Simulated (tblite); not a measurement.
Record of a relaxation.

Species: C₆H₁₁NSeSi.
Atom-mapped SMILES: `[CH3:1][SiH2:2][CH2:3]/[CH:4]=[CH:5]\[CH2:6][Se:7][C:8]#[N:9]` (hydrogens: H10, H11, H12 on C1; H13, H14 on Si2; H15, H16 on C3; H17 on C4; H18 on C5; H19, H20 on C6)

Computed with GFN2-xTB (tblite), gas phase: L-BFGS steps from a force-field or distance-geometry start until the largest atomic force falls under 0.01 eV/Å. 9 of its 264 geometries are shown.

Step 0: E = -712.3377 eV, largest atomic force 1.824 eV/Å
```
atom  x, y, z in Å  |  force x, y, z in eV/Å
C1     -3.532    0.665    0.764   -0.956   0.136   0.573
Si2    -2.323    0.282   -0.601    0.043  -0.207  -0.493
C3     -0.633   -0.082    0.169   -0.055   0.347  -0.257
C4      0.379   -0.392   -0.903    1.332  -0.342   1.198
C5      1.657   -0.695   -0.598   -1.139   0.256  -0.858
C6      2.188   -0.733    0.798   -0.545   0.241   0.083
Se7     4.093   -1.187    0.807    0.455   1.194  -0.266
C8      4.587    0.517    0.140   -0.001  -0.462   0.097
N9      4.883    1.549   -0.276   -0.225  -0.697   0.310
H10    -3.624   -0.202    1.455   -0.087   0.766  -0.380
H11    -4.536    0.877    0.316    0.859  -0.158   0.651
H12    -3.196    1.553    1.332   -0.409  -0.562  -0.200
H13    -2.217    1.430   -1.490    0.043   0.155  -0.195
H14    -2.774   -0.902   -1.343    0.012  -0.014  -0.059
H15    -0.753   -0.930    0.861    0.370   0.302  -0.082
H16    -0.326    0.818    0.751    0.063  -0.731  -0.215
H17     0.086   -0.393   -1.937   -0.155   0.060   0.000
H18     2.329   -0.918   -1.430   -0.028   0.053   0.408
H19     2.052    0.257    1.298    0.129  -0.632  -0.195
H20     1.655   -1.504    1.389    0.294   0.297  -0.118
```

Step 33: E = -712.5652 eV, largest atomic force 0.024 eV/Å
```
atom  x, y, z in Å  |  force x, y, z in eV/Å
C1     -3.574    0.675    0.785   -0.001   0.001  -0.001
Si2    -2.359    0.289   -0.619   -0.003   0.001   0.012
C3     -0.639   -0.077    0.121    0.014  -0.003  -0.003
C4      0.403   -0.402   -0.902    0.012   0.000  -0.003
C5      1.662   -0.698   -0.615    0.005  -0.001   0.009
C6      2.183   -0.738    0.786    0.000  -0.005  -0.001
Se7     4.130   -1.077    0.888   -0.023   0.006   0.005
C8      4.627    0.507    0.154   -0.001   0.004  -0.003
N9      4.942    1.510   -0.304    0.001   0.003  -0.007
H10    -3.673   -0.160    1.473    0.008   0.010   0.003
H11    -4.561    0.887    0.386    0.001   0.000   0.003
H12    -3.262    1.542    1.360    0.004  -0.012   0.004
H13    -2.252    1.439   -1.525    0.006   0.003  -0.013
H14    -2.816   -0.891   -1.364    0.008  -0.008  -0.011
H15    -0.703   -0.907    0.832   -0.007   0.002   0.006
H16    -0.295    0.779    0.709   -0.007   0.005   0.004
H17     0.094   -0.392   -1.938    0.000   0.004   0.002
H18     2.367   -0.924   -1.405   -0.014   0.002   0.005
H19     1.993    0.200    1.317    0.000  -0.010  -0.004
H20     1.729   -1.551    1.362   -0.001  -0.002  -0.007
```

Step 66: E = -712.5690 eV, largest atomic force 0.038 eV/Å
```
atom  x, y, z in Å  |  force x, y, z in eV/Å
C1     -3.530    0.668    0.786   -0.006   0.001   0.009
Si2    -2.347    0.293   -0.647    0.030  -0.012  -0.012
C3     -0.621   -0.024    0.105    0.000  -0.002  -0.001
C4      0.440   -0.351   -0.897   -0.003   0.019   0.006
C5      1.678   -0.703   -0.580   -0.015  -0.010  -0.002
C6      2.151   -0.809    0.834   -0.020   0.001  -0.014
Se7     4.113   -1.012    0.978    0.008   0.000   0.008
C8      4.521    0.524    0.101   -0.012  -0.032   0.016
N9      4.785    1.490   -0.458    0.007   0.035  -0.013
H10    -3.601   -0.172    1.471   -0.010  -0.013   0.013
H11    -4.531    0.878    0.424   -0.013   0.001  -0.018
H12    -3.203    1.531    1.359    0.002   0.017   0.002
H13    -2.268    1.428   -1.574   -0.002   0.003   0.007
H14    -2.788   -0.905   -1.373    0.009   0.001   0.006
H15    -0.677   -0.836    0.837    0.007   0.018   0.000
H16    -0.305    0.858    0.673    0.003  -0.018  -0.009
H17     0.167   -0.291   -1.941    0.006   0.002   0.015
H18     2.399   -0.931   -1.352   -0.009  -0.009  -0.009
H19     1.869    0.070    1.422    0.002   0.008  -0.001
H20     1.743   -1.695    1.333    0.017  -0.010  -0.004
```

Step 99: E = -712.6242 eV, largest atomic force 0.249 eV/Å
```
atom  x, y, z in Å  |  force x, y, z in eV/Å
C1     -3.528    0.679    0.705    0.022   0.000  -0.007
Si2    -2.159    0.343   -0.564    0.002  -0.016  -0.007
C3     -0.410    0.387    0.214    0.012   0.025  -0.015
C4      0.581   -0.161   -0.755   -0.013  -0.032   0.007
C5      1.634   -0.927   -0.497   -0.024  -0.066  -0.001
C6      2.134   -1.303    0.847   -0.047  -0.024   0.033
Se7     4.061   -0.759    1.019   -0.023  -0.028   0.005
C8      3.953    0.711   -0.039    0.022   0.229  -0.066
N9      3.924    1.652   -0.697   -0.022  -0.212   0.129
H10    -3.600   -0.124    1.433   -0.003   0.012   0.010
H11    -4.484    0.745    0.194    0.006   0.001   0.048
H12    -3.381    1.607    1.251    0.025  -0.005  -0.027
H13    -2.206    1.336   -1.645    0.000   0.000   0.020
H14    -2.349   -1.001   -1.127   -0.029  -0.021  -0.015
H15    -0.380   -0.162    1.157    0.018   0.017  -0.022
H16    -0.137    1.419    0.443   -0.037   0.040  -0.012
H17     0.380    0.077   -1.791    0.013   0.003  -0.004
H18     2.224   -1.306   -1.323    0.014   0.025   0.019
H19     1.595   -0.817    1.661    0.020   0.001  -0.047
H20     2.145   -2.385    1.014    0.043   0.052  -0.048
```

Step 132: E = -712.6949 eV, largest atomic force 0.400 eV/Å
```
atom  x, y, z in Å  |  force x, y, z in eV/Å
C1     -3.204    0.707    0.895    0.082   0.065  -0.058
Si2    -2.034    0.207   -0.522   -0.033   0.043  -0.003
C3     -0.209    0.637   -0.092   -0.124  -0.140  -0.273
C4      0.725   -0.089   -0.981   -0.055  -0.106  -0.098
C5      1.614   -1.021   -0.652    0.109  -0.058  -0.098
C6      1.870   -1.537    0.703    0.003   0.043  -0.038
Se7     3.286   -0.470    1.676    0.125   0.043   0.098
C8      3.341    0.875    0.473   -0.029   0.022   0.048
N9      3.344    1.721   -0.300    0.058   0.130  -0.058
H10    -3.092    0.075    1.772    0.001   0.015  -0.068
H11    -4.240    0.657    0.574    0.025  -0.106  -0.004
H12    -3.027    1.734    1.203    0.055   0.024   0.040
H13    -2.436    0.906   -1.754    0.070  -0.016   0.067
H14    -2.087   -1.240   -0.764   -0.052  -0.047   0.038
H15    -0.001    0.459    0.951    0.094  -0.143   0.347
H16    -0.031    1.688   -0.269   -0.108   0.385  -0.020
H17     0.631    0.172   -2.026    0.054   0.033  -0.011
H18     2.271   -1.427   -1.408   -0.064   0.006  -0.125
H19     1.001   -1.501    1.344   -0.260   0.005   0.196
H20     2.273   -2.543    0.679    0.049  -0.198   0.020
```

Step 164: E = -712.7611 eV, largest atomic force 0.051 eV/Å
```
atom  x, y, z in Å  |  force x, y, z in eV/Å
C1     -2.903    0.744    1.002    0.002   0.008  -0.003
Si2    -1.919    0.067   -0.473   -0.028  -0.034   0.019
C3     -0.121    0.718   -0.322   -0.018  -0.005   0.013
C4      0.818   -0.037   -1.179   -0.006   0.012   0.006
C5      1.584   -1.054   -0.786   -0.003   0.009  -0.009
C6      1.599   -1.588    0.590   -0.012   0.012  -0.031
Se7     2.720   -0.467    1.868    0.013  -0.005   0.009
C8      2.960    0.975    0.802    0.010   0.000   0.009
N9      3.132    1.901    0.145    0.001   0.000   0.003
H10    -2.602    0.265    1.930    0.005   0.007   0.016
H11    -3.966    0.565    0.875    0.005   0.003  -0.003
H12    -2.760    1.814    1.125   -0.015  -0.007  -0.015
H13    -2.502    0.506   -1.743    0.012   0.003  -0.022
H14    -1.902   -1.403   -0.424    0.003   0.004  -0.013
H15     0.179    0.671    0.726    0.049   0.012  -0.006
H16    -0.102    1.768   -0.613   -0.008  -0.007   0.001
H17     0.852    0.266   -2.216   -0.001   0.001  -0.009
H18     2.263   -1.519   -1.486   -0.002   0.005  -0.006
H19     0.606   -1.607    1.038    0.008  -0.006   0.032
H20     2.057   -2.575    0.644   -0.014  -0.010   0.008
```

Step 197: E = -712.7896 eV, largest atomic force 0.141 eV/Å
```
atom  x, y, z in Å  |  force x, y, z in eV/Å
C1     -3.002    0.800    0.916    0.046   0.023   0.044
Si2    -1.897   -0.025   -0.383    0.033  -0.010  -0.026
C3     -0.147    0.760   -0.318   -0.024   0.017  -0.022
C4      0.782    0.023   -1.204    0.018   0.018   0.010
C5      1.552   -1.008   -0.860    0.000   0.036  -0.002
C6      1.643   -1.567    0.502    0.043   0.016   0.011
Se7     3.287   -0.892    1.479   -0.032   0.063  -0.046
C8      3.098    0.855    1.028    0.013   0.068   0.021
N9      3.010    1.968    0.757   -0.002  -0.139   0.023
H10    -2.576    0.706    1.912   -0.051   0.004  -0.024
H11    -3.985    0.337    0.930    0.029   0.065   0.011
H12    -3.129    1.862    0.716   -0.036  -0.057   0.009
H13    -2.452    0.155   -1.729   -0.001  -0.012  -0.006
H14    -1.774   -1.462   -0.096    0.002   0.006  -0.007
H15     0.213    0.781    0.710    0.007  -0.027  -0.008
H16    -0.203    1.795   -0.652   -0.035   0.019   0.001
H17     0.785    0.344   -2.237   -0.006  -0.038   0.022
H18     2.197   -1.464   -1.599   -0.003  -0.008   0.000
H19     0.793   -1.313    1.135    0.011  -0.011  -0.023
H20     1.800   -2.645    0.496   -0.010  -0.033   0.013
```

Step 230: E = -712.7973 eV, largest atomic force 0.017 eV/Å
```
atom  x, y, z in Å  |  force x, y, z in eV/Å
C1     -2.986    0.860    0.896    0.002   0.010  -0.009
Si2    -1.870   -0.090   -0.307   -0.002  -0.003  -0.005
C3     -0.163    0.780   -0.402   -0.009  -0.007  -0.006
C4      0.753    0.029   -1.292   -0.007   0.005  -0.006
C5      1.543   -0.987   -0.950    0.000   0.011   0.002
C6      1.675   -1.538    0.413    0.000  -0.012   0.000
Se7     3.413   -0.993    1.286    0.000  -0.001   0.002
C8      3.075    0.786    1.306   -0.005   0.015  -0.004
N9      2.876    1.916    1.332   -0.001  -0.007   0.004
H10    -2.529    0.958    1.877    0.002  -0.004   0.009
H11    -3.935    0.350    1.024    0.002   0.004   0.000
H12    -3.199    1.862    0.534    0.001   0.005   0.000
H13    -2.467   -0.138   -1.646    0.002   0.007  -0.003
H14    -1.663   -1.466    0.165   -0.003  -0.014   0.009
H15     0.255    0.880    0.599    0.004  -0.014   0.002
H16    -0.297    1.788   -0.791    0.005  -0.003  -0.008
H17     0.722    0.314   -2.335   -0.002   0.006   0.003
H18     2.164   -1.456   -1.702   -0.006   0.004   0.005
H19     0.883   -1.218    1.088    0.013  -0.002   0.000
H20     1.744   -2.627    0.408    0.004   0.000   0.003
```

Step 263: E = -712.8000 eV, largest atomic force 0.008 eV/Å
```
atom  x, y, z in Å  |  force x, y, z in eV/Å
C1     -2.986    0.907    0.879    0.000   0.000   0.000
Si2    -1.894   -0.098   -0.300    0.001   0.000   0.003
C3     -0.167    0.732   -0.385   -0.004  -0.002  -0.001
C4      0.733   -0.009   -1.297    0.003   0.000   0.000
C5      1.558   -1.004   -0.976    0.000  -0.001   0.002
C6      1.748   -1.549    0.383   -0.001  -0.004   0.003
Se7     3.476   -0.919    1.221   -0.002   0.001  -0.001
C8      3.014    0.826    1.359    0.002   0.008  -0.001
N9      2.739    1.936    1.465   -0.001  -0.007   0.001
H10    -2.568    0.939    1.881    0.002   0.002   0.000
H11    -3.978    0.473    0.952   -0.001   0.000   0.000
H12    -3.101    1.933    0.540    0.000  -0.003  -0.002
H13    -2.478   -0.141   -1.646    0.002   0.004   0.000
H14    -1.731   -1.474    0.192    0.001   0.000   0.000
H15     0.256    0.799    0.617   -0.001  -0.002   0.000
H16    -0.284    1.751   -0.749    0.000   0.003  -0.001
H17     0.664    0.272   -2.340   -0.002  -0.001   0.000
H18     2.163   -1.462   -1.747   -0.001   0.000   0.002
H19     0.959   -1.270    1.078    0.000   0.000  -0.002
H20     1.873   -2.633    0.374    0.001   0.001  -0.003
```

Q: Summarise the path.

A: The energy falls by 0.4623 eV from step 0 to step 263; nine tenths of that is first reached at step 146. It rises by more than 0.2 meV at step 94. The largest force goes from 1.824 to 0.008 eV/Å. Among the bonds Se7–C8 changes most, from 1.895 to 1.811 Å; the atoms move by 1.431 Å rms after alignment.

Q: Follow the three bonds and two angles with the largest change from start to end.

A: 
```tsv
step	E above end (eV)	largest force (eV/Å)	Se7–C8 (Å)	C6–Se7 (Å)	C1–H11 (Å)	C3–C4–C5 (°)	Se7–C6–H20 (°)
0	0.4623	1.824	1.895	1.957	1.120	121.5	107.7
11	0.2430	0.119	1.814	1.980	1.084	124.1	105.6
23	0.2364	0.045	1.814	1.979	1.086	124.5	105.4
34	0.2348	0.025	1.815	1.979	1.085	124.2	104.6
46	0.2341	0.018	1.816	1.978	1.085	124.2	104.6
57	0.2331	0.035	1.815	1.977	1.085	124.2	104.3
69	0.2308	0.025	1.815	1.979	1.085	124.1	104.5
80	0.2278	0.094	1.814	1.982	1.085	124.0	104.2
91	0.2058	0.301	1.822	2.002	1.086	125.1	103.9
103	0.1707	0.088	1.817	2.017	1.085	128.4	103.1
114	0.1597	0.079	1.816	2.019	1.087	128.9	103.0
126	0.1322	0.158	1.805	2.023	1.086	129.1	103.3
137	0.0677	0.193	1.807	2.044	1.087	126.3	103.1
149	0.0433	0.037	1.810	2.038	1.086	125.5	103.9
160	0.0404	0.046	1.810	2.038	1.085	125.6	103.3
172	0.0344	0.075	1.811	2.036	1.085	125.5	103.2
183	0.0192	0.256	1.812	2.033	1.086	126.4	102.6
194	0.0125	0.054	1.812	2.029	1.087	126.4	102.5
206	0.0054	0.088	1.813	2.020	1.086	126.7	102.4
217	0.0036	0.036	1.811	2.018	1.085	126.8	102.6
229	0.0027	0.017	1.810	2.020	1.086	126.8	102.5
240	0.0017	0.033	1.811	2.019	1.085	126.9	102.4
252	0.0004	0.061	1.811	2.021	1.086	127.0	102.4
263	0.0000	0.008	1.811	2.021	1.085	127.0	102.4
```

What follows is the cost of the whole relaxation. Time: 1.8 s. Hardware: AMD EPYC 9B45, one thread (shared host).
